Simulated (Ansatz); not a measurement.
Coupled-cluster run, Al$_{2}$ClH$_{5}$Si$_{2}$ (`[Cl][AlH][Al]1[SiH2][SiH2]1`).

```yaml
crystal:
  periodic: [false, false, false]
  atoms:
    - {symbol: Cl, position_ang: [-3.781484, 0.484858, 2.054217]}
    - {symbol: Al, position_ang: [-1.717887, 0.433947, 2.488051]}
    - {symbol: Al, position_ang: [-0.208052, 0.066708, 0.452060]}
    - {symbol: Si, position_ang: [0.729448, -1.359153, -1.280279]}
    - {symbol: Si, position_ang: [1.306343, 0.887819, -1.261886]}
    - {symbol: H, position_ang: [-1.312925, 0.626722, 4.007264]}
    - {symbol: H, position_ang: [1.647665, -2.525819, -1.378940]}
    - {symbol: H, position_ang: [-0.443394, -1.525829, -2.192333]}
    - {symbol: H, position_ang: [1.286613, 1.842925, -2.402645]}
    - {symbol: H, position_ang: [2.576774, 1.016723, -0.482509]}
basis:
  gaussian: {orbitals: def2-SVP}
correlation: {method: ccsd_t}
```

```sh
$ ansatz run in.yaml --threads 4 --pin off --events-out ev --progress --plain
```

Log, shortened:

```
Functional definition: HF
1069 factors; integrals over basis functions are off by at most 1.2e-3 eV
mean field evaluation 1: about -41458.1875 eV, gradient 1.9e1 eV
mean field evaluation 2: about -41458.1921 eV, gradient 1.9e1 eV
mean field evaluation 4: about -41460.4031 eV, gradient 2.4e0 eV
mean field evaluation 8: about -41460.4458 eV, gradient 7.6e-5 eV
mean field -41460.44575824 eV, -1523.6432787160 hartree, gradient 2.2e-6 eV, S^2 0.000000; 2 other end points of the search recorded, 0 dependent functions left out
25 core orbitals not correlated: weight in the atoms' cores, before any rotation towards them, 1.000 or more for the frozen orbitals, at most 0.000 for the correlated occupied ones
reference -41460.44575824 eV, -1523.6432787160 hartree; 13, 13 occupied and 77, 77 virtual orbitals, 1069 factors
second order -11.92639206 eV of doubles, -0.00000000 eV of singles
cycle   1  -13.31823858 eV  change    -1.4e0 eV  update   1.0e-1
cycle   2  -13.82371548 eV  change   -5.1e-1 eV  update   3.5e-2
cycle   3  -13.87849360 eV  change   -5.5e-2 eV  update   1.3e-2
cycle   4  -13.87452123 eV  change    4.0e-3 eV  update   4.9e-3
cycle   5  -13.87238457 eV  change    2.1e-3 eV  update   1.9e-3
cycle   6  -13.87220306 eV  change    1.8e-4 eV  update   8.3e-4
cycle   7  -13.87228468 eV  change   -8.2e-5 eV  update   3.6e-4
cycle   8  -13.87236828 eV  change   -8.4e-5 eV  update   1.8e-4
cycle   9  -13.87237821 eV  change   -9.9e-6 eV  update   8.6e-5
cycle  10  -13.87234515 eV  change    3.3e-5 eV  update   4.3e-5
cycle  11  -13.87234174 eV  change    3.4e-6 eV  update   2.3e-5
perturbative correction -0.44348945 eV, -0.0162979367 hartree
Total energy: -41474.76158944 eV, -1524.1693758087 hartree
```

Hardware: 4 threads of a server CPU on a shared host. Wall time 2.7 s, peak host memory 0.44 GiB.

The correlation energy is -14.316 eV, 3.1 % of it from (T); the T1 diagnostic reads 0.0145.
